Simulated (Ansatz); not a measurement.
A series at Zr: from `[NH2][Zr]([NH2])([NH2])[NH2]`, ligands are replaced one by one, each step taking up H–F and setting free NH₃; n counts the steps. Ansatz, PBE0-D4/def2-TZVP geometries. Each molecule was computed in one conformer, which needn't be the lowest.

| n | molecule | HOMO energy, ωB97M-V/def2-TZVPP (eV) |
| --- | --- | --- |
| 0 | `[NH2][Zr]([NH2])([NH2])[NH2]` | -9.11 |
| 1 | `[NH2][Zr]([NH2])([NH2])[F]` | -9.44 |
| 2 | `[NH2][Zr]([NH2])([F])[F]` | -9.95 |
| 3 | `[NH2][Zr]([F])([F])[F]` | -10.54 |
| 4 | `[F][Zr]([F])([F])[F]` | ? |

Task: By hand: fit a straight line y = ȳ + b (n − n̄) to the 4 given rows and predict n = 4.

Result: n̄ = 1.500, ȳ = -9.760; Σ(n − n̄)(y − ȳ) = -2.400, Σ(n − n̄)² = 5.000, so b = -0.480 eV a step. Prediction: -9.760 + (-0.480) × (2.500) = -10.96 eV.

Task: By hand: compare with the computed value, -14.72 eV, and give the steps along the whole series.

Result: The line misses by -3.76 eV (computed minus predicted). Steps: -0.33, -0.51, -0.59, -4.18 eV.

One step carries most of the change, so a line is a poor guide. The highest orbital can change its character along such a series. The miss is 67.0 % of the series' range.
